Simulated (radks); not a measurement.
Sb3+, 48 electrons, occupied as [Kr] 4d10 5s2. Method: scalar-relativistic Kohn-Sham, LDA (Slater exchange, Perdew-Wang correlation), spin-polarised, spherical densities, finite nucleus; Fermi nuclear charge, rms radius 4.6802 fm; computed with a radial shooting solver on a logarithmic mesh with Libxc functionals.

Normalised radial functions P(r) = r R(r), r in bohr:

r	4s
0.001302	0.0734
0.001722	0.0930
0.002261	0.1163
0.002991	0.1447
0.003957	0.1777
0.005236	0.2140
0.006928	0.2509
0.009167	0.2832
0.01203	0.3019
0.01592	0.2956
0.02106	0.2475
0.02787	0.1421
0.03688	-0.0260
0.04879	-0.2369
0.06405	-0.4239
0.08474	-0.4947
0.1121	-0.3332
0.1484	0.0783
0.1963	0.5588
0.2597	0.7478
0.3409	0.3812
0.4511	-0.4404
0.5968	-1.1630
0.7897	-1.2906
1.045	-0.8848
1.371	-0.4054
1.815	-0.1147
2.401	-0.0186
3.177	-0.0015
4.203	0.0000
5.561	0.0000

4s: eigenvalue -178.11 eV, 3 radial nodes at r = 0.0355, 0.142, 0.392 bohr, <r> = 0.790 bohr, 90 % of the charge inside 1.14 bohr.
